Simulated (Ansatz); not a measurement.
System: CCl2F, net charge 0, doublet state. It need not be the lowest isomer of its formula. 
Coordinates optimised at B3LYP-D3(BJ)/def2-TZVP (Ansatz, a program for electronic structure):
```xyz
4

C     -0.0366    -0.4507    -0.0829
F     -0.1206    -1.3046     0.9320
Cl    -1.4315     0.5475    -0.2506
Cl     1.5082     0.3022    -0.2135
```
Charge 0, spin multiplicity 2.

Wanted: vertical ionisation energy (to the singlet state of charge +1; each state is the SCF solution reached for its spin), in eV. Cores are frozen in the correlated levels unless marked. Open shells are spin-unrestricted. No spin-orbit coupling. Non-relativistic. CBS marks a two-point X^-3 extrapolation of the correlation energy; Hartree-Fock from the larger set. The bracket is a focal-point correction in the basis named.

RI-MP2/CBS(aug-cc-pV(T+d)Z,aug-cc-pV(Q+d)Z)+[CCSD(T)-MP2]/aug-cc-pV(D+d)Z (Ansatz) gives 9.29 eV.

Q: Another calculation gave 9.21 eV. Which level was it?
A. B3LYP/def2-TZVPD (Ansatz)
B. BHLYP/def2-TZVPD (Ansatz)
C. wB97M-V/def2-TZVPD (Ansatz)
D. SVWN5/def2-TZVPD (Ansatz)

A: C, wB97M-V/def2-TZVPD (Ansatz). The others give 9.32 (B3LYP), 9.03 (SVWN5), 9.60 (BHLYP) eV.
